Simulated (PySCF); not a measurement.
Molfile (atoms numbered from 1):
```
C6H10O
     RDKit          3D

 17 17  0  0  0  0  0  0  0  0999 V2000
    2.4366   -0.3993   -0.6301 C   0  0  0  0  0  0  0  0  0  0  0  0
    1.1946   -0.8565   -1.1009 O   0  0  0  0  0  0  0  0  0  0  0  0
    0.2267   -1.0697   -0.0991 C   0  0  0  0  0  0  0  0  0  0  0  0
   -0.3370    0.2127    0.5135 C   0  0  2  0  0  0  0  0  0  0  0  0
   -1.6449    0.0524    1.2461 C   0  0  0  0  0  0  0  0  0  0  0  0
   -2.3223    0.8277    0.4060 C   0  0  0  0  0  0  0  0  0  0  0  0
   -1.1329    1.1219   -0.4645 C   0  0  0  0  0  0  0  0  0  0  0  0
    2.3765    0.6170   -0.2252 H   0  0  0  0  0  0  0  0  0  0  0  0
    3.1069   -0.3989   -1.4878 H   0  0  0  0  0  0  0  0  0  0  0  0
    2.8373   -1.0663    0.1441 H   0  0  0  0  0  0  0  0  0  0  0  0
    0.6401   -1.7061    0.7000 H   0  0  0  0  0  0  0  0  0  0  0  0
   -0.5804   -1.6142   -0.5970 H   0  0  0  0  0  0  0  0  0  0  0  0
    0.4335    0.7396    1.0803 H   0  0  0  0  0  0  0  0  0  0  0  0
   -1.8954   -0.5074    2.1289 H   0  0  0  0  0  0  0  0  0  0  0  0
   -3.3439    1.1565    0.3446 H   0  0  0  0  0  0  0  0  0  0  0  0
   -0.8156    2.1632   -0.4875 H   0  0  0  0  0  0  0  0  0  0  0  0
   -1.1866    0.7395   -1.4815 H   0  0  0  0  0  0  0  0  0  0  0  0
  1  2  1  0
  2  3  1  0
  3  4  1  0
  4  5  1  0
  5  6  2  0
  6  7  1  0
  7  4  1  0
  1  8  1  0
  1  9  1  0
  1 10  1  0
  3 11  1  0
  3 12  1  0
  4 13  1  1
  5 14  1  0
  6 15  1  0
  7 16  1  0
  7 17  1  0
M  END
```

Geometry: GFN2-xTB; GIAO shifts from PySCF 2.14.0 with density-fitted response routines, gas phase, non-relativistic, averaged over equivalent atoms.

At PBE0/pcSseg-1 (169 basis functions, 11 s wall time on 1 thread of an AMD EPYC 9R45 96-Core, shared host):
```csv
atoms,δ (ppm)
C6,147.2
C5,145.8
C3,80.3
C1,59.0
C4,41.9
C7,36.3
O2,22.2
H15,6.46
H14,6.18
H11,3.65
H12,3.59
H8/H9/H10,3.45
H13,3.26
H16,2.65
H17,2.38
```

δ = σ(ref) − σ, references computed at the same level: $^{13}$C (186.93 ppm), $^{1}$H (31.72 ppm) vs TMS; $^{17}$O (336.08 ppm) against H2O.

**Question.** Estimate the result of repeating the calculation with revPBE/Sadlej pVTZ.

**Answer.** 
```
    atoms  δ at revPBE/Sadlej pVTZ  change
       C6                    138.6    -8.6
       C5                    138.7    -7.1
       C3                     85.0    +4.7
       C1                     58.0    -1.0
       C4                     43.3    +1.4
       C7                     32.9    -3.4
       O2                     32.9   +10.7
      H15                     6.96   +0.50
      H14                     6.74   +0.56
      H11                     4.18   +0.53
      H12                     3.86   +0.27
H8/H9/H10                     3.80   +0.35
      H13                     3.85   +0.59
      H16                     2.90   +0.25
      H17                     2.61   +0.23
```

δ = σ(ref) − σ, references computed at the same level: $^{13}$C (σ = 193.85 ppm), $^{1}$H (σ = 32.14 ppm) vs TMS; $^{17}$O (σ = 334.86 ppm) vs H2O.

The largest change is at O2 (ether oxygen). Cost: 258 basis functions, 50 s wall time on 1 thread of an AMD EPYC 9R45 96-Core, shared host. The order of the carbon signals changes between the two levels.

Experimental scales use liquid or dissolved standards, which lie at an offset from isolated H2O (liquid H2O: subtract about 36 ppm).
